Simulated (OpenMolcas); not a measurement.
## 3s² 3p² along the 14-electron sequence

* Program: OpenMolcas 26.06
* Method: SS-CASPT2, IPEA 0.25 Eh, imaginary shift 0.1 Eh
* Basis: ANO-RCC-VQZP
* Scalar Hamiltonian: DKH2, point nucleus
* Spin-orbit coupling: state interaction with AMFI integrals over the reference wave functions, term energies averaged over their components

Active space for each ion: 4 electrons in 8 orbitals (3s 3p 4s 4p); closed shells correlated by CASPT2: 2s 2p.

Computed levels in cm-1 above ³P₀:

| Level | Si | Cl3+ | Ar4+ |
| --- | --- | --- | --- |
| ³P₁ | 62.1 | 434 | 690 |
| ³P₂ | 181 | 1195 | 1854 |
| ¹D₂ | 6130 | 13700 | 16110 |
| ¹S₀ | 14000 | 31550 | 36850 |
| weight of ³P in the lowest level (%) | 100 | 100 | 100 |

Measured, with the error of the calculation in %. Measured levels: Si from NIST Handbook of Basic Atomic Spectroscopic Data; Cl3+ from Moore, Atomic Energy Levels, vol. I, NSRDS-NBS 35 (1971 reprint of NBS Circular 467, 1949); Ar4+ from Saloman, J. Phys. Chem. Ref. Data 39, 033101 (2010).

```json
{"Level": "³P₁", "Si": "77.1 (-19.4)", "Cl3+": "491 (-11.7)", "Ar4+": "763 (-9.6)"}
{"Level": "³P₂", "Si": "223 (-18.9)", "Cl3+": "1341 (-10.9)", "Ar4+": "2029 (-8.6)"}
{"Level": "¹D₂", "Si": "6299 (-2.7)", "Cl3+": "13766 (-0.5)", "Ar4+": "16299 (-1.1)"}
{"Level": "¹S₀", "Si": "15394 (-9.0)", "Cl3+": "32550 (-3.1)", "Ar4+": "37912 (-2.8)"}
```

The fine-structure level ³P₂ changes by a factor of 10.2 from Si to Ar4+. Its fourth root runs 3.67, 5.88, 6.56, with steps per unit of Z of 0.74, 0.68; equal steps would mean a (Z - σ)^4 law with constant σ.

¹D₂ changes by a factor of 2.63 over the same range, with steps per unit of Z of +2520, +2410 cm-1.

CASPT2 does not keep the components of a term degenerate, so their means are used; among the terms shown or strongly mixed into the levels shown the widest spread is 63 cm-1 (3s² 3p² ¹D, Si). Over all roots computed the reference weight is 0.87 to 0.98 in Si, 0.84 to 0.99 in Cl3+, 0.85 to 0.99 in Ar4+; the roots of lowest weight are the least certain, and an intruder state may touch them. Active for correlation alone: 4p 4s; no level in the range computed is led by a configuration that fills them, so any true level of that kind is missing. Computed and measured levels are paired by configuration, term and J; levels that our copy of the source lacks, or whose pairing is in doubt (as where it misses far off the trend of its configuration), stay unpaired and out of the deviations. Only configurations of the active space appear.
